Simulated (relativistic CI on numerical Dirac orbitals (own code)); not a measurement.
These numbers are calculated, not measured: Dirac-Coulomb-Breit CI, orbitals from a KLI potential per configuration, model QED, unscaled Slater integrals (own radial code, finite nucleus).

The strongest absorption lines from the ground level of an ion, among the configurations computed and to levels below about 1440 eV (vacuum wavelength in nm, gf): 3.1256 (1.5), 3.1832 (0.43), 3.2054 (0.16), 3.4905 (0.56), 4.3289 (0.2), 4.4407 (0.18), 4.4921 (1), 4.6225 (0.44).

Q: Which ion is it?
A. Yb51+
B. Dy47+
C. Ce39+
D. Sm43+

A: D. Sm43+ has 19 electrons and the ground level 3s2.3p6.3d 2D_3/2; the strongest line goes to 3s2.3p5.3d2 2D°_3/2. The pattern of lines fixes the number of electrons, and along that sequence the line energies rise steadily with the charge (about as its square where n changes within one kind of shell, about linearly where n is kept but much faster in heavy ions where fine structure, which grows about as Z⁴, sets the gap, and irregularly where shells cross), which fixes Z. Configurations outside the model, such as inner-shell arrays, can give stronger lines. At this charge energies of transitions that change n are usually good to better than 1 %, and those within a shell (Δn = 0) to a few per cent.

LS names give the leading component of a level, which can be under half, so a name can repeat, a term be missing and a line seem to break the LS rules.
